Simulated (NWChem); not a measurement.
System: BH₃O; SMILES BO

```xyz
5

B      0.0082     0.7119     0.0000
H      1.0398     1.3175     0.0000
H     -1.0622     1.2584     0.0000
O      0.0929    -0.6330     0.0000
H     -0.7622    -1.0708     0.0000
```
Atoms are numbered in this order, from 1.

Results from NWChem. Medium grid unless said otherwise, to which SCAN and Minnesota functionals are sensitive. Geometry: optimised at PBE0-D3(BJ)/def2-TZVP. B3LYP is NWChem's, with the RPA form of VWN correlation.

Task: Among these, which level gives the highest value of “orbital gap (eV)”?
A. PBE/def2-TZVP
B. KT2/def2-TZVP
C. PW6B95/def2-TZVP
D. LC-BLYP (range parameter 0.33 per bohr)/def2-TZVP

Result: D, LC-BLYP (range parameter 0.33 per bohr)/def2-TZVP. Values: PBE/def2-TZVP 5.94; KT2/def2-TZVP 6.08; PW6B95/def2-TZVP 8.58; LC-BLYP (range parameter 0.33 per bohr)/def2-TZVP 12.68
